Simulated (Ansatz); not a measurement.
## What each rung costs, and what it gives

Saddle point of SnNH₇S, singlet (SnH₄S ([SH][SnH3]) + NH₃ → SnNH₅ ([NH2][SnH3]) + H₂S; bonds formed: Sn1–N7, S2–H6; bonds broken: Sn1–S2, H6–N7), PBE0-D4/def2-TZVP structure:

```json
{"atom": "Sn1", "x (Å)": "-0.8837", "y (Å)": "0.3587", "z (Å)": "-0.8570"}
{"atom": "S2", "x (Å)": "1.0243", "y (Å)": "1.2768", "z (Å)": "1.6322"}
{"atom": "H3", "x (Å)": "-1.7278", "y (Å)": "-0.6441", "z (Å)": "-1.9761"}
{"atom": "H4", "x (Å)": "-1.9924", "y (Å)": "1.1155", "z (Å)": "0.1676"}
{"atom": "H5", "x (Å)": "0.2672", "y (Å)": "1.2730", "z (Å)": "-1.6910"}
{"atom": "H6", "x (Å)": "0.6724", "y (Å)": "-0.2503", "z (Å)": "1.0308"}
{"atom": "N7", "x (Å)": "0.1420", "y (Å)": "-1.1116", "z (Å)": "0.2777"}
{"atom": "H8", "x (Å)": "2.1401", "y (Å)": "1.3946", "z (Å)": "0.8951"}
{"atom": "H9", "x (Å)": "0.8199", "y (Å)": "-1.6512", "z (Å)": "-0.2504"}
{"atom": "H10", "x (Å)": "-0.4619", "y (Å)": "-1.7614", "z (Å)": "0.7711"}
```

Barriers are electronic and count from the start structure reached by relaxing down the imaginary mode.

Computed with Ansatz 0.2.0 (basis: as named in each row); correlated methods freeze the cores. Filled d shells of the heavier atoms are correlated. Core potentials replace the inner electrons of the atoms past krypton. The def2 sets are not built for correlating such inner shells, so the correlated values are less sure here. B3LYP uses VWN-RPA correlation. Extrapolation: Hartree–Fock as exp(−7.88 √X), correlation as X^−2.97.

Times are rough, for one single point on 4 threads of a shared host (Intel Xeon Platinum 8488C).

The estimate by CCSD(T) at an estimated basis limit (MP2 extrapolated from triple and quadruple zeta, plus CCSD(T) − MP2 in triple zeta) is 27.23 kcal/mol.

```csv
method,basis,time (s),barrier (kcal/mol),method less estimate
SPW92,def2-SVP,under 1,17.07,-10.16
PBE-D4,def2-SVP,under 1,22.03,-5.20
PBE0-D4,def2-SVP,1,24.88,-2.35
SPW92,def2-TZVPP,1,18.54,-8.70
PBE-D4,def2-TZVPP,1,23.49,-3.75
BLYP-D4,def2-TZVPP,2,24.75,-2.48
BHLYP-D4,def2-TZVPP,2,29.55,2.32
B3LYP-D4,def2-TZVPP,2,26.75,-0.48
PBE0-D4,def2-TZVPP,2,25.94,-1.29
CAM-B3LYP-D4,def2-TZVPP,2,27.36,0.13
r2SCAN0-D4,def2-TZVPP,3,26.55,-0.68
r2SCAN-D4,def2-TZVPP,3,24.57,-2.66
wB97M-V,def2-SVP,3,26.18,-1.05
CCSD(T),def2-SVP,3,29.64,2.41
RPA on PBE,def2-TZVPP,4,28.01,0.78
B2PLYP,def2-TZVPP,5,28.10,0.87
B97M-V,def2-TZVPP,5,27.96,0.73
PBE-QIDH,def2-TZVPP,5,27.55,0.32
wB97X-V,def2-TZVPP,6,27.85,0.62
wB97M-V,def2-TZVPP,6,27.70,0.47
MP2,def2-QZVPP,14,26.61,-0.62
CCSD(T),def2-TZVPP,74,28.22,0.99
```

All methods are single points on the PBE0-D4 structures.

T1 diagnostic: at most 0.013.

Labels in which every atom is bracketed show which atoms are joined, not bond orders.
